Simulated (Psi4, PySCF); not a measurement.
Input for Psi4:
```
memory 2 GB

molecule mol {
0 2
  C     0.007376   -0.542581   -0.035516
  O    -0.023996    0.767211    0.026174
  H     1.056498   -0.912751    0.044622
  H    -0.435222   -0.988122    0.886279
  H    -0.473558   -0.981330   -0.927194
}

set basis 6-31g*
set reference uks
set scf_type pk
set puream true
set d_convergence 1e-8
set dft_radial_points 99
set dft_spherical_points 590

energy('blyp')
print_variables()
```

Task: Convert this to an input for PySCF.

Result: This is not unique; one that fits is 
```python
from pyscf import gto, scf, dft

mol = gto.Mole()
mol.atom = '''
    C     0.00737565   -0.54258092   -0.03551608
    O    -0.02399647    0.76721111    0.02617374
    H     1.05649778   -0.91275134    0.04462160
    H    -0.43522191   -0.98812215    0.88627883
    H    -0.47355799   -0.98132992   -0.92719387
'''
mol.basis = '6-31g*'
mol.spin = 1
mol.verbose = 3
mol.build()

mf = dft.UKS(mol)
mf.xc = 'blyp'
mf.grids.atom_grid = (99, 590)
mf.grids.prune = None
mf.kernel()
```

Both were run: Psi4 gave -115.005656 Eh and PySCF -115.005656 Eh, 0.000 mEh apart.
